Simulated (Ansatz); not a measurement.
Calculated with Ansatz (gas phase, PBE0-D4/def2-TZVP geometries, no zero-point term in ΔE). CBS: MP2 limit from def2 TZ/QZ plus the TZ coupled-cluster correction, frozen cores. This one scheme is used for every species. Functionals use def2-TZVPP. B3LYP here is the variant with VWN-RPA as its local correlation; programs differ in this. HSE06 is defined as in plane-wave codes. Elements past krypton have def2 core potentials. For Zr outer-core shells are correlated without core-valence functions, which leaves a few kJ/mol of doubt a bond. One conformer a species, not always the lowest.

Reaction (ligand exchange at a Zr–F bond): `[F][Zr]([F])([F])[F]` + `CC(C)N` → `CC(C)[NH][Zr]([F])([F])[F]` + H–F

```
             level  ΔE (kJ/mol)  difference from CCSD(T)/CBS
       LDA (SPW92)         99.3                          4.1
            PBE-D4        106.0                         10.8
         revPBE-D4        105.9                         10.7
           BLYP-D4        108.3                         13.1
         r2SCAN-D4        111.1                         15.9
           PBE0-D4        103.6                          8.4
          B3LYP-D4        106.6                         11.4
        r2SCANh-D4        109.3                         14.1
        r2SCAN0-D4        107.0                         11.8
          HSE06-D4        103.4                          8.2
          BHLYP-D4        105.8                         10.6
      CAM-B3LYP-D4        112.8                         17.6
           ωB97X-V        113.1                         17.9
           ωB97M-V        109.2                         14.0
            B2PLYP        111.9                         16.7
          PBE-QIDH        103.0                          7.8
               PBE        115.2                         20.0
            revPBE        122.0                         26.8
              BLYP        125.7                         30.5
            r2SCAN        113.9                         18.7
              PBE0        112.1                         16.9
             B3LYP        121.1                         25.9
           r2SCANh        112.4                         17.2
           r2SCAN0        110.5                         15.3
             HSE06        111.6                         16.4
             BHLYP        119.5                         24.3
           LC-ωPBE        121.9                         26.7
      MP2/def2-SVP        103.6                          8.4
     CCSD/def2-SVP        107.7                         12.5
  CCSD(T)/def2-SVP        104.7                          9.5
     HF/def2-TZVPP        127.4                         32.2
    MP2/def2-TZVPP         91.1                         -4.1
SCS-MP2/def2-TZVPP         98.8                          3.6
CCSD(T)/def2-TZVPP         95.0                         -0.2
     HF/def2-QZVPP        129.6                         34.4
    MP2/def2-QZVPP         92.0                         -3.2
SCS-MP2/def2-QZVPP         99.8                          4.6
      HF/CBS(def2)        129.9                         34.7
     MP2/CBS(def2)         91.3                         -3.9
    CCSD/CBS(def2)         99.3                          4.1
       CCSD(T)/CBS         95.2                            0
```

Largest T1 diagnostic among the species: 0.018.

In def2-TZVPP, CCSD(T) changes the Hartree–Fock value by −32.4 kJ/mol (the triples alone add −4.1 kJ/mol) and MP2 by −36.3 kJ/mol. From PBE to PBE0 (25 % exact exchange), in def2-TZVPP and without D4, ΔE moves by −3.2 kJ/mol.
